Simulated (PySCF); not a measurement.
2-methyl-1,3-dioxole (C4H6O2), SMILES CC1OC=CO1.

The structure is a stationary point at PBE0-D3(BJ)/def2-SVP. The values are those of a single conformer.

The numbers are results of CAM-B3LYP/def2-TZVP run with PySCF, not measurements.

Symmetry labels are those of the subgroup Cs that the program uses (full group Cs).

Problem. List the valence orbital energies around the gap with their symmetry. (The exact figures need the calculation; the answer reports its results.)

Solution. 
```
orbital  symmetry  energy (eV)
-------  --------  -----------
HOMO−7         A'       -13.98
HOMO−6         A"       -12.84
HOMO−5         A'       -12.65
HOMO−4         A'       -12.11
HOMO−3         A"       -11.88
HOMO−2         A'       -11.47
HOMO−1         A"       -11.35
HOMO           A'        -7.06
LUMO           A"         2.02
LUMO+1         A'         2.40
LUMO+2         A'         3.15
LUMO+3         A'         3.25
```
